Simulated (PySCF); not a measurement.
Ionisation energy of Re by level of theory

Re [Xe] 4f14 5d5 6s2 (6S) → Re⁺ [Xe] 4f14 5d5 6s1 (7S), as a difference of total energies. Calculation: PySCF 2.14, in x2c-TZVPPall with one added diffuse shell each of s, p, d, f type (12s8p8d4f1g, 113 functions); scalar relativity by spin-free X2C-1e. Correlated levels: valence: [Xe] 4f14 frozen. The calculations carry no spin-orbit coupling.

| method | ionisation energy (eV) |
| --- | --- |
| UHF | 5.960 |
| LDA | 8.184 |
| PBE | 7.718 |
| PBE0 | 7.472 |
| r2SCAN | 7.321 |
| MP2 (valence) | 7.332 |
| SCS-MP2 (valence) | 7.603 |

Errors of the correlated levels include the incompleteness of this basis and the frozen core.

MP2 underrates the near-degeneracy of ns² with np² in the lower species.

Task: Which method comes closest to the reference value, and which is furthest?

Result: The reference is 7.834 eV (measured; NIST Atomic Spectra Database, ionization energies). Closest: PBE (error -0.116 eV); furthest: UHF (error -1.874 eV).
